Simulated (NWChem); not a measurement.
C₂H₆N, doublet; SMILES [CH](C)N

Results from NWChem. Pople sets run with spherical d functions. Spin-unrestricted. No stability test was run on the SCF state. Each level has its own optimisation; frequencies are unscaled. Brackets give each atom's bonded neighbours. One conformer.

| level | basis functions | r C–C (Å) | r C–N (Å) | r C–H [C(CHN)–H(C)] (Å) | r H–N (Å) | highest harmonic frequency (cm⁻¹) | lowest (cm⁻¹) | zero-point energy (kcal/mol) | dipole (D) |
|---|---|---|---|---|---|---|---|---|---|
| PBE0/STO-3G | 21 | 1.516 | 1.442 | 1.098 | 1.050 | 3805 | 163 | 54.2 | 1.14 |
| PBE0/3-21G | 39 | 1.497 | 1.405 | 1.087 | 1.015 | 3641 | 188 | 49.7 | 1.17 |
| PBE0/6-31G* | 54 | 1.488 | 1.400 | 1.088 | 1.014 | 3649 | 187 | 50.1 | 1.07 |
| PBE0/6-31+G* | 66 | 1.488 | 1.399 | 1.087 | 1.013 | 3665 | 187 | 50.0 | 0.93 |
